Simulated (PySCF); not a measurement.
**Magnetisability: `Cc1snnc1[SiH3]`, C3H6N2SSi**

Geometry:
| atom | x (Å) | y (Å) | z (Å) |
| --- | --- | --- | --- |
| C1 | -1.548 | -0.924 | 0.279 |
| C2 | -0.895 | 0.389 | 0.070 |
| S3 | -1.762 | 1.878 | 0.045 |
| N4 | -0.353 | 2.728 | -0.208 |
| N5 | 0.659 | 1.994 | -0.271 |
| C6 | 0.440 | 0.672 | -0.124 |
| Si7 | 1.898 | -0.514 | -0.194 |
| H8 | -0.840 | -1.726 | 0.081 |
| H9 | -1.899 | -1.014 | 1.308 |
| H10 | -2.409 | -1.034 | -0.379 |
| H11 | 1.961 | -1.233 | 1.084 |
| H12 | 3.101 | 0.266 | -0.442 |
| H13 | 1.643 | -1.481 | -1.268 |

Method used: GIAO PBE/pcSseg-1 magnetisability, rotational g tensor and spin-rotation constants, non-relativistic, gas phase (PySCF). Geometry: GFN2-xTB.

Task: How diamagnetic is it, and how anisotropic?

Result: Isotropic -1165 × 10⁻³⁰ J/T², or -70.1 × 10⁻⁶ cm³/mol; principal values -1739, -996, -759 × 10⁻³⁰ J/T², anisotropy 886 × 10⁻³⁰ J/T² (root of half the summed squared differences of the principal values). The susceptibility is in cgs units.

Task: Split it along the inertial axes a, b, c into diamagnetic and paramagnetic parts about the centre of mass, with the quadrupole moment.

Result: 
```tsv
axis	χ (10⁻⁶ cm³/mol)	diamagnetic (10⁻⁶ cm³/mol)	paramagnetic (10⁻⁶ cm³/mol)	summed x² of all electrons (Å²)	quadrupole Θ (D Å)
a	-46.0	-494.0	448.0	195.6	+3.13
b	-59.6	-899.2	839.6	100.1	-2.88
c	-104.7	-1254.8	1150.0	16.3	-0.26
```
Anisotropies 2χaa − χbb − χcc = +72.3 and 2χbb − χaa − χcc = +31.5 × 10⁻⁶ cm³/mol. Θ is traceless in Buckingham's convention.

Task: And the rotational g tensor?

Result: 
```
axis  rotational constant (GHz)        g  nuclear part  electronic part
   a                     3.2279  -0.0859        0.5934          -0.6794
   b                     1.4612  -0.0272        0.5492          -0.5764
   c                     1.0240  +0.0019        0.5552          -0.5532
```
Asymmetric top; isotopes 12C, 1H, 14N, 32S, 28Si; no vibrational averaging.
